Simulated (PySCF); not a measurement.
SMILES O/C=C\[SeH] (C2H4OSe) (PBE/def2-SVP optimised geometry):

```
8

O      1.487    -0.907     0.000
C      0.147    -0.907     0.000
C     -0.658     0.186     0.000
Se     0.143     1.928     0.114
H      1.752     0.051     0.014
H     -0.274    -1.928    -0.005
H     -1.752     0.094     0.007
H      0.171     2.219    -1.352
```

Calculation: PySCF with PBE/def2-TZVP.

Problem. What are the frontier orbital energies and the dipole moment?

Solution. HOMO-2 -8.35 eV, HOMO-1 -6.03 eV, HOMO -5.82 eV, LUMO -1.27 eV, LUMO+1 -0.38 eV; dipole moment 0.74 D.

Meta-Löwdin charges at PBE/def2-TZVP: O1 -0.41, C2 0.11, C3 -0.35, Se4 -0.01, H5 0.33, H6 0.14, H7 0.14, H8 0.07.
